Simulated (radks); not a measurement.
Calculated with a radial shooting solver on a logarithmic mesh with Libxc functionals: non-relativistic Kohn-Sham, LB94 model potential, spin-polarised, spherical densities, point nucleus; open shells are filled with parallel spins first (spin-orbit coupling, left out, can overturn this in heavy ions). Response by self-consistent Sternheimer equations with the Hartree and adiabatic LDA kernel. For heavy and open-shell atoms this level of theory can miss by tens of per cent. Rank Ba5+, Cs4+, I2+, Te+, Xe3+, Sb, Pr8+, Ce7+, La6+ (NIST ground configurations) by static dipole polarisability, largest first.

Answer. Sb 44.66, Te+ 22.63, I2+ 14.21, Xe3+ 9.922, Cs4+ 7.378, Ba5+ 5.721, La6+ 4.573, Ce7+ 3.739, Pr8+ 3.073 bohr^3.
